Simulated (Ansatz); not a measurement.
trans-PtH2(AsH3)2 (As₂PtH₈) was relaxed with r2SCAN-D4 (def2-SVP) in Ansatz in these states: neutral singlet, neutral triplet. The geometries follow in no particular order.

In the def2 sets Pt takes a core potential; there is no spin–orbit coupling.

A:

```xyz
11

Pt   -0.0158   -0.0004   -0.0488
H    -0.5999    0.1860   -1.5835
As   -2.0246   -0.9835    0.6600
H    -2.5439   -0.7012    2.0498
H    -2.0362   -2.4924    0.7300
H    -3.3210   -0.7952   -0.0943
H     0.5701   -0.1891    1.4909
As    2.0208    0.9836   -0.6719
H     3.3087    0.5477   -0.0139
H     2.1406    2.4672   -0.4136
H     2.5012    0.9773   -2.1048
```

B:

```xyz
11

Pt   -0.0345   -0.0831    0.0804
H     0.6469   -1.5520    0.2851
As   -1.3130   -0.7285   -1.8588
H    -2.3561    0.1579   -2.5241
H    -2.2139   -1.9235   -1.6448
H    -0.6602   -1.2277   -3.1380
H    -1.2912   -0.1838    1.1185
As    1.4568    1.1324    1.5354
H     0.9388    1.4978    2.9098
H     2.1105    2.4788    1.2357
H     2.7161    0.4316    2.0008
```

Problem. Judge from the bond lengths which geometry belongs to which state (an estimate).

Solution. A is the neutral singlet (Pt1–As8 2.346 Å, Pt1–As3 2.346 Å, Pt1–H7 1.658 Å); B is the neutral triplet (Pt1–As8 2.412 Å, Pt1–As3 2.411 Å, Pt1–H7 1.633 Å).

The name describes the singlet; other states may take another shape.
